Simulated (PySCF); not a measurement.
CH₄N (SMILES C[NH-]), charge -1, singlet, geometry from GFN2-xTB (in this run its highest filled SCF level lies above zero, so its values depend strongly on the basis, on diffuse functions most of all), with bond 3-1 at 2.0 times its length. Base run: SVWN5/6-31G* run with PySCF.

Geometry (Å):
```xyz
6

C      0.0392     0.5773     0.0226
N      0.0139    -0.7932     0.0840
H     -2.0129     1.7475     0.0218
H     -0.4944    -1.1436    -0.7526
H      0.5758     0.9777     0.9035
H      0.5733     1.0924    -0.8964
```
Charge -1, spin multiplicity 1.
All else is at PySCF's defaults.
Base energy -94.25277 Eh.

Variants of this job, named by their change:

```
change                                       ΔE vs base (µEh)  SCF cycles        outcome
-------------------------------------------  ----------------  ----------  -------------
base                                                      0.0          11      converged
init_guess = sap                                          0.0          15      converged
init_guess = huckel                                       0.0          15      converged
diis_space = 4                                            0.0          12      converged
DIIS = EDIIS                                                -          50  not converged
DIIS = ADIIS                                              0.0          30      converged
level_shift = 0.3 (with mf.max_cycle = 100)               0.0          15      converged
level_shift = 0.1 (with mf.max_cycle = 100)               0.0          12      converged
conv_tol = 1e-6                                           0.3           9      converged
solver = newton; init_guess = 1e                          0.0           -      converged
init_guess = mod_huckel                                   0.0          14      converged
init_guess = atom                                         0.0          12      converged
conv_tol = 1e-7                                           0.3           9      converged
```
